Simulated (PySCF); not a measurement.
Mg(Br)(OMe) (CH3BrMgO), SMILES C[O][Mg][Br].

Coordinates come from a PBE-D3(BJ)/def2-SVP optimisation. The structure was generated by enumeration; whether it is a known compound was not checked. Other conformers were not sampled.

Two levels are set side by side: TDDFT-PBE/def2-SVPD (PySCF) and TDDFT-B3LYP/def2-SVPD (PySCF). Vertical, same geometry. The lowest singlet is HOMO→LUMO 100 % with PBE and HOMO−1→LUMO 99 % with the other functional; states are paired by order. Differences are taken from unrounded values.

```json
[
 {"quantity": "lowest singlet excitation (eV)", "TDDFT-B3LYP": "4.38"},
 {"quantity": "lowest triplet excitation (TDA) (eV)", "TDDFT-B3LYP": "4.18"},
 {"quantity": "first bright state (f over 0.05) (eV)", "TDDFT-B3LYP": "6.37"},
 {"quantity": "its oscillator strength", "TDDFT-B3LYP": "0.09"}
]
```

Task: What does TDDFT-PBE give, and how far is it from TDDFT-B3LYP? (The exact figures need the calculation; the answer reports its results.)

Result: 
```csv
quantity,TDDFT-PBE,TDDFT-PBE minus TDDFT-B3LYP
lowest singlet excitation (eV),3.73,-0.65
lowest triplet excitation (TDA) (eV),3.56,-0.63
first bright state (f over 0.05) (eV),5.70,-0.67
its oscillator strength,0.13,0.03
```

A lower first singlet is the usual sign of a functional without exact exchange. Differences between two approximate levels are no errors against the true value.

Rough cost on one machine, each run with all the roots and properties that it gave: TDDFT-B3LYP against TDDFT-PBE about 2 times.
